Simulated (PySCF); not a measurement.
PySCF 2.14 output of an unrestricted r2SCAN calculation on a single atom or ion in aug-cc-pVTZ-PP with ECP28MDF (6s6p5d3f2g, 88 functions), with scalar relativity through the core potential:

```
SCF conv_tol = 1e-09
number electrons alpha = 7  beta = 4
    J. W. Furness, A. D. Kaplan, J. Ning, J. P. Perdew, and J. Sun.,  J. Phys. Chem. Lett. 11, 8208-8215 (2020)
    J. W. Furness, A. D. Kaplan, J. Ning, J. P. Perdew, and J. Sun.,  J. Phys. Chem. Lett. 11, 9248-9248 (2020)
    J. W. Furness, A. D. Kaplan, J. Ning, J. P. Perdew, and J. Sun.,  J. Phys. Chem. Lett. 11, 8208-8215 (2020)
    J. W. Furness, A. D. Kaplan, J. Ning, J. P. Perdew, and J. Sun.,  J. Phys. Chem. Lett. 11, 9248-9248 (2020)
cycle= 1 E= -46.1839631360108  delta_E= -0.00455  |g|= 0.0154  |ddm|= 0.436
cycle= 2 E= -46.1843271662671  delta_E= -0.000364  |g|= 0.00497  |ddm|= 0.108
cycle= 3 E= -46.1847132929198  delta_E= -0.000386  |g|= 0.00406  |ddm|= 0.105
cycle= 4 E= -46.1849145486648  delta_E= -0.000201  |g|= 0.00403  |ddm|= 0.0535
cycle= 5 E= -46.1850334997961  delta_E= -0.000119  |g|= 0.00412  |ddm|= 0.0298
cycle= 6 E= -46.1842585544862  delta_E= 0.000775  |g|= 0.00378  |ddm|=  0.2
cycle= 7 E= -46.1836558032343  delta_E= 0.000603  |g|= 0.00939  |ddm|= 0.481
cycle= 8 E= -46.1836536569694  delta_E= 2.15e-06  |g|= 0.00992  |ddm|= 0.0375
cycle= 9 E= -46.1837283255554  delta_E= -7.47e-05  |g|= 0.00584  |ddm|= 0.266
cycle= 10 E= -46.1837680103957  delta_E= -3.97e-05  |g|= 0.00563  |ddm|= 0.0355
cycle= 11 E= -46.1839467364459  delta_E= -0.000179  |g|= 0.00586  |ddm|= 0.12
cycle= 12 E= -46.1843019978049  delta_E= -0.000355  |g|= 0.00534  |ddm|= 0.12
cycle= 13 E= -46.1839862638603  delta_E= 0.000316  |g|= 0.00419  |ddm|= 0.102
cycle= 14 E= -46.183895894052  delta_E= 9.04e-05  |g|= 0.00379  |ddm|= 0.0488
cycle= 15 E= -46.1839927757527  delta_E= -9.69e-05  |g|= 0.00355  |ddm|= 0.0537
cycle= 16 E= -46.184018939101  delta_E= -2.62e-05  |g|= 0.00359  |ddm|= 0.0113
cycle= 17 E= -46.1840658304111  delta_E= -4.69e-05  |g|= 0.00361  |ddm|= 0.019
cycle= 18 E= -46.1839123335303  delta_E= 0.000153  |g|= 0.00296  |ddm|= 0.073
cycle= 19 E= -46.1838572468717  delta_E= 5.51e-05  |g|= 0.00152  |ddm|= 0.0555
cycle= 20 E= -46.183817064106  delta_E= 4.02e-05  |g|= 0.000843  |ddm|= 0.0424
cycle= 21 E= -46.1837864268828  delta_E= 3.06e-05  |g|= 0.000823  |ddm|= 0.0384
cycle= 22 E= -46.1837737964016  delta_E= 1.26e-05  |g|= 0.000634  |ddm|= 0.0243
cycle= 23 E= -46.1837695498171  delta_E= 4.25e-06  |g|= 0.000256  |ddm|= 0.0176
cycle= 24 E= -46.1837685457627  delta_E= 1e-06  |g|= 9.13e-05  |ddm|= 0.00913
cycle= 25 E= -46.1837684189356  delta_E= 1.27e-07  |g|= 5.5e-05  |ddm|= 0.00256
cycle= 26 E= -46.1837683449171  delta_E= 7.4e-08  |g|= 1.33e-05  |ddm|= 0.00298
cycle= 27 E= -46.1837683395846  delta_E= 5.33e-09  |g|= 1.35e-06  |ddm|= 0.00111
cycle= 28 E= -46.1837683395683  delta_E= 1.64e-11  |g|= 6.29e-07  |ddm|= 4.61e-05
converged SCF energy = -46.1837683395683  <S^2> = 3.7515505  2S+1 = 4.0007752
```

The run itself started from symmetry-adapted Hartree-Fock orbitals and held the occupation by maximum overlap, on a logarithmic radial grid, so the iterations belong to that start.

Q: Which element, charge and spin multiplicity is this?

A: Zr⁺ (zirconium, charge +1), multiplicity 4; the state was [Kr] 4d1 5s1 6s1, high-spin 4D determinant (an excited configuration).

Energies and moments cover only the electrons outside the core potential. The outer electron is Rydberg-like, and this basis confines it to a smaller radius and binds it less than a complete one would.
